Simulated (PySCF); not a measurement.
## `O=C(O)Cc1cccc(F)c1`: 4 charge schemes on one density

Species: C8H7FO2.
Structure used (GFN2-xTB), in Å, numbered top down from 1:
```
atom  x, y, z in Å
O1     2.7246    1.2649    0.4648
C2     2.3983    0.1463    0.1804
O3     2.7887   -0.9259    0.8770
C4     1.4797   -0.2374   -0.9591
C5     0.0603   -0.0844   -0.4727
C6    -0.7514   -1.1935   -0.2772
C7    -2.0502   -1.0425    0.1792
C8    -2.5552    0.2157    0.4547
C9    -1.7294    1.3102    0.2687
F10   -2.2064    2.5421    0.5409
C11   -0.4328    1.1833   -0.1901
H12    3.3415   -0.6635    1.6301
H13    1.6774   -1.2681   -1.2485
H14    1.6642    0.4371   -1.7959
H15   -0.3677   -2.1809   -0.4851
H16   -2.6735   -1.9120    0.3220
H17   -3.5633    0.3564    0.8099
H18    0.1864    2.0583   -0.3108
```

Density: PBE0/pcSseg-1 (PySCF); schemes: Mulliken, IAO, Hirshfeld and ESP-fitted. Isolated species at its GFN2-xTB geometry (one conformer only).

Problem. Give the atomic charges in each scheme.

Solution. In e; atoms taken as equivalent share a row and are averaged (×n: the atom named and its like, n in all):

```csv
atom,environment,Mulliken,IAO,Hirshfeld,ESP-fitted
O1,acid carbonyl oxygen,-0.401,-0.466,-0.270,-0.563
C2,carboxylic acid carbon,+0.434,+0.542,+0.218,+0.806
O3,acid hydroxyl oxygen,-0.361,-0.479,-0.171,-0.601
C4,sp3 carbon next to a carbonyl,-0.051,-0.316,-0.073,-0.550
C5,substituted aromatic carbon,-0.378,+0.020,+0.010,+0.353
C6,aromatic CH carbon,-0.007,-0.171,-0.059,-0.370
C7,aromatic CH carbon,-0.068,-0.138,-0.042,-0.053
C8,aromatic CH carbon,-0.134,-0.196,-0.067,-0.365
C9,aromatic C–F carbon,+0.339,+0.301,+0.091,+0.439
F10,aryl fluorine,-0.285,-0.270,-0.086,-0.211
C11,aromatic CH carbon,-0.018,-0.199,-0.069,-0.445
H12,acid proton,+0.243,+0.374,+0.190,+0.429
H13/H14,methylene hydrogen,+0.154,+0.169,+0.056,+0.182
H15,aromatic hydrogen,+0.073,+0.152,+0.050,+0.190
H16,aromatic hydrogen,+0.098,+0.160,+0.056,+0.152
H17,aromatic hydrogen,+0.108,+0.170,+0.057,+0.198
H18,aromatic hydrogen,+0.099,+0.177,+0.054,+0.224
```

Mean size of the charges over all atoms: ESP-fitted 0.351 e, IAO 0.248 e, Mulliken 0.189 e, Hirshfeld 0.093 e. Each set sums to the total charge, 0, to within 0.001 e. The ESP scheme is a least-squares fit of atom-centred charges to the potential on four shells outside the van der Waals surface, with the total charge fixed.

Lowest charge. The schemes don't all agree: Mulliken O1 (-0.401); IAO O3 (-0.479); Hirshfeld O1 (-0.270); ESP-fitted O3 (-0.601).

Highest charge. All schemes agree: Mulliken C2 (+0.434); IAO C2 (+0.542); Hirshfeld C2 (+0.218); ESP-fitted C2 (+0.806).

Problem. How closely do the schemes follow one another over all atoms?

Solution. Correlation coefficient and root-mean-square difference: IAO with Hirshfeld 0.97, 0.173 e; IAO with ESP-fitted 0.95, 0.154 e; Hirshfeld with ESP-fitted 0.91, 0.297 e; Mulliken with IAO 0.86, 0.143 e; Mulliken with Hirshfeld 0.86, 0.147 e; Mulliken with ESP-fitted 0.71, 0.285 e.

Problem. How many electrons does the ESP-fitted scheme count on C5?

Solution. Z − q = 6 − (+0.353) = 5.647.

Problem. Sum the charges by element, for elements with more than one atom.

Solution. 
```tsv
element	atoms	Mulliken	IAO	Hirshfeld	ESP-fitted
O	2	-0.762	-0.945	-0.441	-1.164
C	8	+0.118	-0.157	+0.007	-0.184
H	7	+0.929	+1.372	+0.520	+1.558
```

The run behind these numbers computed NMR shieldings as well. Hardware: one thread of an Arm Neoverse V1, on a shared host. Cost: 46 s.
